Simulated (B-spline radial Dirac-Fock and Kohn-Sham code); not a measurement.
**Relativistic shifts of the levels of Ir⁵⁺**

System: the Ir⁵⁺ ion in the configuration [Xe] 4f14 5d4.

Both columns are ΔSCF binding energies of the configuration average from a radial B-spline solver: non-relativistic Hartree-Fock with a point nucleus, and Dirac-Fock with a finite nucleus and the Coulomb interaction alone, averaged over the two j levels with weights 2j+1.

```
shell  Hartree-Fock (eV)  Dirac-Fock (eV)  shift (eV)  shift (%)
   1s            69823.9          76586.0    +6762.10      +9.68
   2s            11750.2          13556.0    +1805.85     +15.37
   2p            11264.3          11869.2     +604.95      +5.37
   3s             2819.8           3269.2     +449.33     +15.93
   3p             2592.4           2761.6     +169.24      +6.53
   3d             2172.6           2153.9      -18.64      -0.86
   4s              666.6            778.5     +111.85     +16.78
   4p              568.7            608.3      +39.59      +6.96
   4d              389.8            384.4       -5.44      -1.40
   4f              151.2            138.6      -12.63      -8.35
   5s              156.1            176.4      +20.29     +13.00
   5p              122.2            127.8       +5.52      +4.52
   5d              72.89            71.25       -1.63      -2.24
```

Relativity binds 1s, 2s, 2p, 3s, 3p, 4s, 4p, 5s, 5p more strongly, among those listed most of all 4s in relative terms, and 3d, 4d, 4f, 5d more weakly, because the contracted s and p shells screen the nucleus better.

Values without a named source are computed, but for edge energies of neutral atoms, which are taken from tables.
